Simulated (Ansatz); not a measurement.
Relaxation of CH₅AsMg (8 atoms, charge 0, multiplicity 1), to a largest force component of 0.015 eV/Å in at most 40 steps.

These are results of Ansatz 0.2.0, RKS PBE0-D4/def2-SVP, not measurements.

```xyz
8
Properties=species:S:1:pos:R:3:forces:R:3
Mg -1.315 0.683 -0.717 0.54 -0.13 0.37
C 0.346 0.829 0.569 -0.27 0.35 -0.07
As 1.116 -0.970 0.455 0.04 -0.33 -0.10
H -2.287 -0.223 -1.712 -0.41 -0.02 -0.32
H 1.154 1.523 0.299 0.07 0.11 -0.07
H 0.148 1.007 1.636 -0.07 0.03 0.11
H 1.045 -1.103 -1.073 0.10 0.02 -0.03
H -0.207 -1.746 0.544 0.00 -0.03 0.10
```

Q: Where does it end, and by what steps?

A: The run converged. After 8 steps the energy has fallen by 0.132 eV; H4 moved furthest, 0.61 Å.

```csv
step,energy less start (eV),largest force component (eV/Å),accepted
0,0.0000,0.538,yes
1,-0.0810,0.240,yes
2,-0.1104,0.235,yes
3,-0.1116,0.531,yes
4,-0.1249,0.148,yes
5,-0.1312,0.048,yes
6,-0.1322,0.016,yes
7,-0.1324,0.018,yes
8,-0.1324,0.009,yes
```

```xyz
8
Properties=species:S:1:pos:R:3
Mg -1.341 0.532 -0.762
C 0.296 0.760 0.512
As 1.262 -0.972 0.564
H -2.653 0.261 -1.811
H 1.046 1.508 0.200
H 0.054 0.998 1.563
H 1.309 -1.206 -0.954
H 0.027 -1.880 0.688
```

Whether the end is a true minimum wasn't checked by a vibrational analysis.

The run took 43 s on 1 thread of Arm Neoverse V1, on a shared host, peak memory 0.18 GiB.
